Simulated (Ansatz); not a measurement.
Two isomers of CH7BO2Si: A = `B[SiH](O)OC`, B = `OCBO[SiH3]`.

Calculated with Ansatz (gas phase, PBE0-D4/def2-TZVP geometries, no zero-point term in ΔE). CBS: MP2 limit from def2 TZ/QZ plus the TZ coupled-cluster correction, frozen cores. DFT in def2-TZVPP. B3LYP here is the variant with VWN-RPA as its local correlation; programs differ in this. One conformer a species, not always the lowest.

Task: Which is lower in electronic energy at CCSD(T)/CBS, and by how much? (An estimate is asked.)

Result: The calculation gave: B, by 55.8 kJ/mol.

Task: Give E(B) − E(A) in kJ/mol with B3LYP, CCSD/def2-TZVPP, B3LYP-D4, r2SCAN-D4, PBE0-D4, ωB97M-V, CCSD(T)/def2-TZVPP. (Best estimate.)

Result: Ansatz gave: B3LYP -61.6, CCSD/def2-TZVPP -56.8, B3LYP-D4 -58.7, r2SCAN-D4 -58.2, PBE0-D4 -59.1, ωB97M-V -61.7, CCSD(T)/def2-TZVPP -57.0. None reverses the order clearly.

Largest T1 diagnostic: 0.012.
